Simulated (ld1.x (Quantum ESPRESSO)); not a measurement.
Transferability test, RRKJ potential for bromine (Br)

Br, norm-conserving RRKJ (Kleinman–Bylander form), made with ld1.x (Quantum ESPRESSO) 7.5 (PBE, scalar-relativistic). Core [Ar], reference 3d10 4s2 4p4 (charge +1). Waves: 4p (bound): rc 1.25 bohr; 3d (bound): rc 1.00 bohr; 4s (bound): rc 1.55 bohr. Local part: the s channel. Core correction: a·sin(br)/r model core inside 0.90 bohr.

Energies are relative to the spin-unpolarised reference configuration 3d10 4s2 4p4; without spin polarisation the order of configurations can differ from experiment.

(1) Give the all-electron excitation energy and the error of the potential for: 3d10 4s2 4p5; 3d10 4s2 4p3; 3d10 4s2 4p2; 3d10 4s2 4p5.3; 3d10 4s1 4p6; 3d9 4s2 4p6; 3d10 4s1 4p5.

Levels in the configuration 3d10 4s2 4p2:

| level | all-electron (eV) | pseudo (eV) |
| --- | --- | --- |
| 3d | -105.059 | -104.998 |
| 4s | -54.203 | -54.224 |
| 4p | -39.887 | -39.889 |

Note: ghost state, extra bound levels that the all-electron valence spectrum of the same l lacks: p at -107.1 eV. A true bound ghost makes a file unfit for plane-wave use.

Answers

(1)

```tsv
valence configuration	charge	ΔE all-electron (eV)	error AE − PS (meV)
3d10 4s2 4p5	0	-12.554	-0.6
3d10 4s2 4p3	+2	22.760	-7.3
3d10 4s2 4p2	+3	56.743	-18
3d10 4s2 4p5.3	-0.3	-14.517	-1.8
3d10 4s1 4p6	0	-0.183	-0.3
3d9 4s2 4p6	0	51.757	-1002
3d10 4s1 4p5	+1	13.004	-3.8
```
